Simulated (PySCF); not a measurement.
Record of a relaxation.

Species: C₅H₃F₃.
Numbering: `[CH:1]#[C:2]/[C:3]([F:4])=[C:5](\[F:6])[CH2:7][F:8]` (hydrogens: H9 on C1; H10, H11 on C7)

Computed by this run: PBE0-D3(BJ)/def2-SVP geometry optimisation, gas phase (PySCF); density fitting, grid level 1; the optimiser is geomeTRIC in internal coordinates, started from a GFN2-xTB structure with every atom displaced at random (about 0.01 Å). The frame can shift and turn from step to step; on so coarse a grid that alone can change the energy by a few meV, and forces under 0.02 eV/Å are noise.

Step 0: E = -13357.0137 eV, largest atomic force 3.585 eV/Å
```
atom  x, y, z in Å  |  force x, y, z in eV/Å
C1      3.078   -0.170   -0.110   -3.546  -0.079   0.524
C2      1.868   -0.205    0.077    1.223   0.072  -0.316
C3      0.470   -0.282    0.333    1.429  -0.453   0.638
F4      0.175   -0.882    1.490   -0.407   0.068  -0.118
C5     -0.484    0.168   -0.472   -0.928   0.371  -0.989
F6     -0.144    0.761   -1.629   -0.092  -0.240   0.569
C7     -1.940    0.105   -0.186   -0.258   0.374   0.448
F8     -2.374    1.268    0.415    0.084   0.146   0.036
H9      4.086   -0.080   -0.283    2.191   0.109  -0.349
H10    -2.182   -0.718    0.507    0.197  -0.088  -0.219
H11    -2.514    0.010   -1.116    0.107  -0.278  -0.223
```

Step 1: E = -13357.0869 eV, largest atomic force 1.050 eV/Å
```
atom  x, y, z in Å  |  force x, y, z in eV/Å
C1      3.006   -0.017   -0.217    1.042  -0.126   0.029
C2      1.868   -0.259    0.109   -0.636   0.156   0.079
C3      0.484   -0.366    0.388   -0.252   0.026  -0.245
F4      0.115   -0.964    1.518    0.073  -0.094   0.150
C5     -0.474    0.116   -0.430    0.161  -0.062   0.069
F6     -0.097    0.704   -1.560   -0.069   0.079  -0.043
C7     -1.934    0.102   -0.161    0.028   0.116   0.020
F8     -2.343    1.286    0.406   -0.001  -0.037  -0.031
H9      4.058    0.125   -0.429   -0.334   0.018  -0.046
H10    -2.182   -0.725    0.519    0.005  -0.016   0.003
H11    -2.465   -0.027   -1.119   -0.017  -0.060   0.017
```

Step 2: E = -13357.0999 eV, largest atomic force 0.576 eV/Å
```
atom  x, y, z in Å  |  force x, y, z in eV/Å
C1      3.039   -0.055   -0.181   -0.081  -0.247   0.219
C2      1.873   -0.240    0.105    0.113   0.403  -0.396
C3      0.480   -0.324    0.352    0.324  -0.096  -0.125
F4      0.151   -0.945    1.486   -0.284   0.001   0.035
C5     -0.485    0.153   -0.457   -0.189  -0.015   0.098
F6     -0.173    0.766   -1.595    0.194  -0.046   0.163
C7     -1.937    0.097   -0.155   -0.038   0.005   0.079
F8     -2.374    1.271    0.412    0.008  -0.022  -0.038
H9      4.090    0.049   -0.384   -0.032   0.040  -0.053
H10    -2.140   -0.734    0.537   -0.012   0.007   0.014
H11    -2.487   -0.064   -1.097   -0.004  -0.029   0.003
```

Step 3: E = -13357.1183 eV, largest atomic force 0.757 eV/Å
```
atom  x, y, z in Å  |  force x, y, z in eV/Å
C1      3.052   -0.074   -0.185   -0.674  -0.225   0.262
C2      1.875   -0.219    0.090    0.368   0.254  -0.269
C3      0.483   -0.311    0.351    0.198  -0.191   0.117
F4      0.135   -0.943    1.476   -0.005   0.000   0.009
C5     -0.489    0.168   -0.444   -0.055   0.092  -0.039
F6     -0.150    0.797   -1.565   -0.031   0.021   0.010
C7     -1.942    0.096   -0.150   -0.004  -0.013   0.002
F8     -2.402    1.268    0.398    0.013  -0.007  -0.033
H9      4.097    0.013   -0.404    0.173   0.049  -0.060
H10    -2.136   -0.732    0.548    0.018   0.026   0.010
H11    -2.485   -0.089   -1.092   -0.001  -0.005  -0.011
```

Step 4: E = -13357.1274 eV, largest atomic force 0.146 eV/Å
```
atom  x, y, z in Å  |  force x, y, z in eV/Å
C1      3.054   -0.094   -0.183   -0.107  -0.080   0.059
C2      1.874   -0.206    0.072   -0.017   0.041  -0.041
C3      0.487   -0.309    0.342   -0.021  -0.085   0.091
F4      0.137   -0.953    1.462    0.103   0.010  -0.040
C5     -0.490    0.184   -0.439   -0.021   0.059  -0.024
F6     -0.161    0.830   -1.552   -0.021   0.019   0.006
C7     -1.942    0.098   -0.143   -0.008  -0.038  -0.031
F8     -2.416    1.273    0.382   -0.001   0.022  -0.015
H9      4.101   -0.016   -0.407    0.085   0.030  -0.018
H10    -2.123   -0.720    0.570    0.006   0.025   0.017
H11    -2.483   -0.112   -1.081    0.001  -0.004  -0.003
```

Step 5: E = -13357.1316 eV, largest atomic force 0.268 eV/Å
```
atom  x, y, z in Å  |  force x, y, z in eV/Å
C1      3.060   -0.125   -0.183    0.247   0.044  -0.093
C2      1.874   -0.195    0.045   -0.167  -0.051   0.009
C3      0.491   -0.305    0.328   -0.139  -0.089   0.150
F4      0.175   -0.983    1.438   -0.005   0.042  -0.059
C5     -0.500    0.204   -0.428    0.135  -0.024   0.053
F6     -0.170    0.873   -1.526   -0.087   0.071  -0.065
C7     -1.951    0.104   -0.133    0.036  -0.019  -0.061
F8     -2.443    1.290    0.348   -0.009   0.033  -0.002
H9      4.110   -0.054   -0.405   -0.021  -0.004   0.032
H10    -2.122   -0.693    0.605    0.009   0.009   0.027
H11    -2.486   -0.143   -1.066    0.002  -0.013   0.009
```

Step 6: E = -13357.1343 eV, largest atomic force 0.159 eV/Å
```
atom  x, y, z in Å  |  force x, y, z in eV/Å
C1      3.063   -0.141   -0.186    0.112   0.073  -0.087
C2      1.873   -0.198    0.031   -0.031  -0.111   0.076
C3      0.491   -0.310    0.321   -0.086   0.027  -0.037
F4      0.170   -1.000    1.421    0.039   0.031  -0.032
C5     -0.499    0.215   -0.426   -0.004  -0.002   0.021
F6     -0.191    0.901   -1.520    0.026   0.004   0.030
C7     -1.947    0.109   -0.126   -0.003  -0.030  -0.017
F8     -2.447    1.303    0.328   -0.004   0.025  -0.009
H9      4.116   -0.069   -0.400   -0.041  -0.016   0.031
H10    -2.109   -0.672    0.632   -0.007   0.014   0.014
H11    -2.483   -0.164   -1.051   -0.001  -0.015   0.009
```

Step 7: E = -13357.1361 eV, largest atomic force 0.089 eV/Å
```
atom  x, y, z in Å  |  force x, y, z in eV/Å
C1      3.063   -0.143   -0.193    0.005   0.050  -0.041
C2      1.872   -0.211    0.027    0.027  -0.072   0.044
C3      0.490   -0.320    0.319   -0.008   0.049  -0.055
F4      0.172   -1.010    1.419    0.004  -0.005   0.002
C5     -0.498    0.213   -0.423   -0.020   0.007   0.006
F6     -0.189    0.904   -1.514    0.025  -0.008   0.026
C7     -1.947    0.113   -0.124   -0.005  -0.005   0.005
F8     -2.443    1.315    0.315    0.002   0.005  -0.016
H9      4.115   -0.064   -0.400   -0.024  -0.016   0.013
H10    -2.113   -0.657    0.644   -0.003   0.011   0.009
H11    -2.483   -0.168   -1.047   -0.003  -0.017   0.006
```

Step 8: E = -13357.1383 eV, largest atomic force 0.151 eV/Å
```
atom  x, y, z in Å  |  force x, y, z in eV/Å
C1      3.059   -0.154   -0.211   -0.093   0.012   0.024
C2      1.871   -0.239    0.019    0.049   0.009   0.020
C3      0.488   -0.340    0.318    0.092   0.009  -0.119
F4      0.172   -1.053    1.400   -0.045  -0.026   0.089
C5     -0.497    0.217   -0.410   -0.020   0.023  -0.023
F6     -0.180    0.923   -1.490    0.006  -0.005   0.021
C7     -1.947    0.129   -0.116   -0.015   0.040   0.022
F8     -2.443    1.353    0.259    0.009  -0.031  -0.012
H9      4.111   -0.064   -0.408    0.017  -0.016  -0.022
H10    -2.118   -0.602    0.688    0.005   0.003   0.000
H11    -2.480   -0.196   -1.026   -0.005  -0.018  -0.001
```

Step 9: E = -13357.1391 eV, largest atomic force 0.080 eV/Å
```
atom  x, y, z in Å  |  force x, y, z in eV/Å
C1      3.058   -0.160   -0.215   -0.061   0.006   0.016
C2      1.871   -0.244    0.018    0.024   0.007   0.012
C3      0.488   -0.342    0.316    0.059   0.026  -0.047
F4      0.170   -1.050    1.403   -0.029  -0.030   0.040
C5     -0.496    0.222   -0.408   -0.007   0.019  -0.013
F6     -0.177    0.934   -1.483   -0.003  -0.017   0.001
C7     -1.946    0.131   -0.114   -0.009   0.028   0.018
F8     -2.446    1.356    0.250    0.004  -0.019  -0.010
H9      4.110   -0.075   -0.418    0.017  -0.011  -0.018
H10    -2.114   -0.594    0.695    0.004   0.000   0.002
H11    -2.478   -0.204   -1.022   -0.001  -0.009  -0.001
```

Step 10: E = -13357.1396 eV, largest atomic force under 0.02 eV/Å
```
atom  x, y, z in Å  |  force x, y, z in eV/Å
C1      3.056   -0.167   -0.221   -0.009  -0.005   0.003
C2      1.871   -0.246    0.021    0.000   0.010   0.003
C3      0.489   -0.338    0.318    0.002  -0.006   0.011
F4      0.165   -1.048    1.404    0.003   0.001  -0.003
C5     -0.494    0.230   -0.404    0.002   0.005   0.000
F6     -0.175    0.943   -1.477   -0.007  -0.008  -0.009
C7     -1.945    0.134   -0.111   -0.001   0.002   0.005
F8     -2.454    1.359    0.240    0.000   0.002  -0.006
H9      4.107   -0.092   -0.436    0.005  -0.003  -0.007
H10    -2.108   -0.584    0.706    0.002   0.001   0.004
H11    -2.474   -0.216   -1.015    0.002   0.001  -0.001
```

Step 11: E = -13357.1397 eV, largest atomic force 0.025 eV/Å
```
atom  x, y, z in Å  |  force x, y, z in eV/Å
C1      3.055   -0.173   -0.227    0.011  -0.006  -0.005
C2      1.871   -0.248    0.020   -0.004   0.005  -0.001
C3      0.489   -0.337    0.319   -0.016  -0.005   0.019
F4      0.165   -1.050    1.404    0.009   0.013  -0.013
C5     -0.494    0.234   -0.401    0.006  -0.004   0.005
F6     -0.176    0.947   -1.474   -0.003  -0.005  -0.007
C7     -1.944    0.138   -0.107    0.001  -0.006  -0.004
F8     -2.457    1.364    0.231   -0.001   0.006   0.001
H9      4.105   -0.104   -0.448   -0.002  -0.001  -0.001
H10    -2.106   -0.573    0.716   -0.001   0.003   0.004
H11    -2.472   -0.222   -1.008    0.000   0.000   0.001
```

Task: Summarise the path.

Result: The energy falls by 12.16 kJ/mol from step 0 to step 11; nine tenths of that is first reached at step 4. It falls at every step. The largest force goes from 3.585 to 0.025 eV/Å. Among the bonds C1–H9 changes most, from 1.027 to 1.075 Å; the atoms move by 0.166 Å rms after alignment.

Task: Follow the three bonds and two angles with the largest change from start to end.

Result: 
| step | E above end (kJ/mol) | largest force (eV/Å) | C1–H9 (Å) | C3=C5 (Å) | C5–F6 (Å) | C2–C1–H9 (°) | F8–C7–H10 (°) |
| --- | --- | --- | --- | --- | --- | --- | --- |
| 0 | 12.16 | 3.585 | 1.027 | 1.327 | 1.343 | 176.5 | 106.6 |
| 1 | 5.10 | 1.050 | 1.083 | 1.349 | 1.329 | 173.9 | 109.0 |
| 2 | 3.84 | 0.576 | 1.076 | 1.347 | 1.330 | 175.7 | 109.1 |
| 3 | 2.07 | 0.757 | 1.071 | 1.344 | 1.329 | 177.4 | 109.2 |
| 4 | 1.19 | 0.146 | 1.073 | 1.345 | 1.328 | 178.9 | 109.4 |
| 5 | 0.78 | 0.268 | 1.076 | 1.346 | 1.328 | 178.9 | 109.6 |
| 6 | 0.53 | 0.159 | 1.076 | 1.346 | 1.328 | 178.4 | 109.6 |
| 7 | 0.35 | 0.089 | 1.076 | 1.346 | 1.328 | 178.8 | 109.6 |
| 8 | 0.13 | 0.151 | 1.075 | 1.345 | 1.328 | 179.1 | 109.7 |
| 9 | 0.06 | 0.080 | 1.075 | 1.345 | 1.328 | 179.4 | 109.7 |
| 10 | 0.01 | under 0.02 | 1.075 | 1.345 | 1.327 | 179.8 | 109.7 |
| 11 | 0.00 | 0.025 | 1.075 | 1.346 | 1.327 | 179.8 | 109.8 |

The cost below is that of the whole optimisation. Time: 59 s wall; peak memory 0.52 GiB. Hardware: Arm Neoverse V2, one thread (shared host).
